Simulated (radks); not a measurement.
All-electron atom: Re in [Xe] 4f14 5d5 6s2. Calculated with a radial shooting solver on a logarithmic mesh with Libxc functionals: scalar-relativistic Kohn-Sham, PBE, spin-unpolarised, spherical densities, finite nucleus; Fermi nuclear charge, rms radius 5.3698 fm. Some entries of the table are withheld. Estimate them.

orbital,occ.,eigenvalue (eV),r(max) (bohr),<1/r> (bohr^-1)
1s,2,-71636.48,0.01124,88.72
2s,2,-12421.20,0.06453,20.76
2p,6,-10842.53,0.05303,18.75
3s,2,-2875.778,0.1820,7.691
3p,6,-2410.044,0.1803,7.086
3d,10,-1881.317,0.1469,6.690
4s,2,-600.1080,0.4126,3.274
4p,6,-447.2938,0.4330,2.971
4d,10,-255.3432,0.4432,2.648
5s,2,-85.2097,(1),1.294
5p,6,-47.0152,1.060,1.090
4f,14,(2),0.4168,2.164
6s,2,-5.9406,2.562,0.4128
5d,5,-5.3695,1.420,0.6883
6p,0,-1.3196,3.640,0.2668

Answer. 
(1) 5s r(max) (bohr): 0.9375
(2) 4f eigenvalue (eV): -42.3158
